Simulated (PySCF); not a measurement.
CH4N (SMILES [CH2-]N), charge -1, singlet, geometry from GFN2-xTB, with bond 4-2 at 1.4 times its length. Base run: CASSCF(4,3)/6-31G* (PySCF).

The PySCF input:
```python
from pyscf import gto, scf, mcscf
import numpy

mol = gto.M(
    atom='''
C    -0.08198403    0.82858640   -0.00681169
N     0.04689124   -0.73190230    0.00619811
H    -0.49812098   -1.02854792    0.82390464
H    -0.73225104   -1.16747153   -1.12004847
H     0.59202741    1.11962037    0.87526805
H     0.57939804    1.10374838   -0.90342560
''',
    basis='6-31g*',
    charge=-1,
    verbose=4,
)

mf = scf.RHF(mol)
mf.kernel()
mc = mcscf.CASSCF(mf, 3, 4)
mc.fix_spin_(ss=0.0)
mc.kernel()
occ = numpy.linalg.eigvalsh(mc.fcisolver.make_rdm1(mc.ci, mc.ncas, mc.nelecas))[::-1]
ss = mc.fcisolver.spin_square(mc.ci, mc.ncas, mc.nelecas)[0]
print('natural occupations', occ.round(4), ' <S^2>', round(ss, 4))
```

Each row names what was changed in the base input (with any setting that the change needs).

| change | ΔE vs base (kcal/mol) | natural occupations | <S^2> of the state | outcome |
|---|---|---|---|---|
| base | 0.000 | 2.00 1.91 0.09 | 0.00 | converged |
| active space = 10 electrons, 9 orbitals | -39.98 | 2.00 1.98 1.98 1.97 1.91 0.09 0.03 0.02 0.02 | 0.00 | converged |
| fix_spin_ = off | 0.000 | 2.00 1.91 0.09 | 0.00 | converged |
| active space = 2 electrons, 2 orbitals | 0.68 | 1.91 0.09 | 0.00 | converged |
| active space = 8 electrons, 6 orbitals | -16.41 | 2.00 2.00 1.98 1.91 0.09 0.03 | 0.00 | converged |
| active space = 6 electrons, 4 orbitals | - | - | - | not converged |
| orbitals = fixed (CASCI); correction = SC-NEVPT2 | -170.9 | 2.00 1.99 0.01 | 0.00 | converged |
| conv_tol = 1e-5 | 0.000 | 2.00 1.91 0.09 | 0.00 | converged |
| orbitals = fixed (CASCI) | 21.62 | 2.00 1.99 0.01 | 0.00 | converged |
| start = MP2 natural orbitals | - | - | - | not converged |
| state_average = 2 states | 11.58 | - | - | converged |

Active orbitals are taken around the Fermi level unless the row says otherwise; CASSCF can end in different local minima, and two programs can end on different orbitals. State-averaged rows give the lowest state.
